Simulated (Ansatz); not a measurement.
Program: Ansatz. Geometries: PBE0-D4/def2-TZVP. ΔE: electronic, gas phase. CCSD(T)/CBS is the MP2 limit (def2-TZVPP, def2-QZVPP) plus CCSD(T) − MP2 in def2-TZVPP, frozen cores. This one scheme is used for every species. DFT in def2-TZVPP. B3LYP here is the variant with VWN-RPA as its local correlation; programs differ in this. Each species was taken in one conformer, which may not be the lowest.

Reaction (formal exchange of groups at the Si–C bond): `C=C[Si](C)(N)O` + CH₄ → `C[Si](C)(N)O` + `C=C`

`C=C[Si](C)(N)O`:

```xyz
15

C     1.359    0.701    1.742
C     0.831   -0.410    1.236
Si   -0.363   -0.449   -0.188
C    -0.894    1.272   -0.663
N     0.239   -1.191   -1.622
O    -1.601   -1.387    0.373
H     2.070    0.688    2.564
H     1.100    1.685    1.359
H     1.133   -1.359    1.680
H    -1.624    1.234   -1.475
H    -1.359    1.781    0.184
H    -0.050    1.881   -1.001
H     0.654   -2.109   -1.580
H     0.709   -0.624   -2.310
H    -2.205   -1.710   -0.299
```

CH₄:

Z-matrix (Å, degrees):
```
C
H 1 1.090
H 1 1.090 2 109.5
H 1 1.090 2 109.5 3 -120.0
H 1 1.090 2 109.5 3 120.0
```

`C[Si](C)(N)O`:

Cartesian coordinates in Å:
```
C 1.587 -0.145 -0.785
Si -0.135 0.214 -0.176
C -0.247 0.078 1.682
N -1.352 -0.829 -0.802
O -0.419 1.755 -0.706
H 1.624 -0.118 -1.877
H 2.296 0.597 -0.411
H 1.921 -1.133 -0.458
H 0.004 -0.929 2.026
H 0.449 0.774 2.156
H -1.253 0.316 2.039
H -1.725 -1.576 -0.241
H -1.417 -1.041 -1.784
H -1.334 2.038 -0.664
```

`C=C`:

Z-matrix (Å, degrees):
```
C
C 1 1.323
H 1 1.085 2 121.7
H 1 1.085 2 121.7 3 -180.0
H 2 1.085 1 121.7 3 -0.0
H 2 1.085 1 121.7 3 -180.0
```

(1) Is it downhill or uphill in electronic energy at CCSD(T)/CBS, and by how much? (Best estimate.)

(2) What do these levels give: PBE-D4, B3LYP-D4, B2PLYP, r2SCAN, PBE0, MP2/def2-TZVPP, SCS-MP2/def2-TZVPP, CCSD(T)/def2-TZVPP, HF/def2-QZVPP, MP2/def2-QZVPP, SCS-MP2/def2-QZVPP, HF/CBS(def2)? (Estimate.)

Largest T1 diagnostic among the species: 0.011.

## Answers

(1) Ansatz gave: Uphill: ΔE = +6.0 kJ/mol.

(2) Computed: PBE-D4 8.0, B3LYP-D4 8.3, B2PLYP 5.7, r2SCAN 6.4, PBE0 3.9, MP2/def2-TZVPP 8.5, SCS-MP2/def2-TZVPP 7.7, CCSD(T)/def2-TZVPP 6.8, HF/def2-QZVPP 2.0, MP2/def2-QZVPP 8.0, SCS-MP2/def2-QZVPP 7.2, HF/CBS(def2) 2.0 kJ/mol.

In def2-TZVPP, CCSD(T) changes the Hartree–Fock value by +4.6 kJ/mol (the triples alone add +1.6 kJ/mol) and MP2 by +6.3 kJ/mol. The D4 term adds +4.5 kJ/mol with B3LYP and +2.7 kJ/mol with PBE0; it sums over pairs of atoms, weighted by their polarisabilities, and B3LYP, whose exchange is more repulsive, gets the larger term.
